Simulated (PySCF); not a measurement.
**Basis and Hamiltonian dependence of the excitation energy of Ba**

Ba [Xe] 6s2 (1S) → Ba [Xe] 6s1 6p1 (3P). Calculated with PySCF 2.14 from differences of total energies of unrestricted determinants, without spin-orbit coupling. Values in eV.

```
                                                                 basis    Hamiltonian  functions    UHF    LDA   PBE0  MP2 (valence)  CCSD(T) (valence)  CCSD(T) (valence and next inner shell)
                def2-TZVPP with the def2 core potential (46 electrons)            ECP         40  0.847    n/a    n/a            n/a                n/a                                   1.519
                                                       aug-cc-pVDZ-X2C  spin-free X2C         54  0.803  1.717  1.452          1.180              1.351                                     n/a
               def2-QZVPPD with the def2 core potential (46 electrons)            ECP         60  0.792  1.718  1.445          1.220              1.346                                   1.577
                                                       aug-cc-pVTZ-X2C  spin-free X2C         84  0.791  1.711  1.439          1.221              1.346                                     n/a
                                                          x2c-TZVPPall  spin-free X2C         85  0.797  1.716  1.439          1.222              1.349                                   1.597
        x2c-TZVPPall with one added diffuse shell each of s, p, d type  spin-free X2C         94  0.794  1.715  1.438          1.221              1.347                                   1.597
                                                     aug-cc-pwCVTZ-X2C  spin-free X2C        109  0.785  1.714  1.436          1.222              1.341                                   1.609
                                                       aug-cc-pVQZ-X2C  spin-free X2C        118  0.787  1.724  1.441          1.230              1.342                                     n/a
aug-cc-pwCVTZ-X2C with one added diffuse shell each of s, p, d, f type  spin-free X2C        125  0.785  1.714  1.436          1.222                n/a                                     n/a
```

Frozen in the all-electron rows: valence: [Xe]; valence and next inner shell: [Kr] 4d10; with a core potential, the same shells as far as they lie outside it.

Reference for a calculation without spin-orbit coupling: 1.622 eV (measured, between term centres; NIST).
